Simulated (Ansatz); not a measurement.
Loss of HF: C2H4FI → C2H3I + HF

Species: C2H4FI `FCCI`, singlet; C2H3I (vinyl iodide) `C=CI`, singlet; HF (hydrogen fluoride), singlet. 

Shapes, held fixed at every level: PBE0-D4/def2-TZVP. Flexible molecules stand in one conformer, not always the lowest. Programs: Ansatz 0.2.0. The zero-point and thermal change to 298 K, harmonic and unscaled (PBE0-D4/def2-TZVP), is -13.9 kJ/mol.

Q: Estimate ΔH(298 K) of this reaction.

A: The highest level, CCSD(T)/def2-TZVPP, gives ΔH(298 K) = +51.3 kJ/mol; the levels span +50.3 to +74.7. The column of differences is taken from that level and isn't an error. No measured value is set beside it here. For atoms past krypton def2 sets carry core potentials with scalar relativity. Correlated rows may include outer-core shells of I, which these sets cover unevenly.

```
              level                    kind  ΔH(298 K) (kJ/mol)  less CCSD(T)/def2-TZVPP
        HF/def2-SVP            Hartree–Fock               +73.0                    +21.7
      HF/def2-TZVPP            Hartree–Fock               +56.4                     +5.1
B3LYP-D4/def2-TZVPP           global hybrid               +54.9                     +3.6
BHLYP-D4/def2-TZVPP           global hybrid               +66.8                    +15.5
 wB97X-V/def2-TZVPP  range-separated hybrid               +74.7                    +23.4
  B2PLYP/def2-TZVPP           double hybrid               +51.6                     +0.3
     MP2/def2-TZVPP     perturbation theory               +50.3                     -1.0
 CCSD(T)/def2-TZVPP   coupled cluster or CI               +51.3                      0.0
```
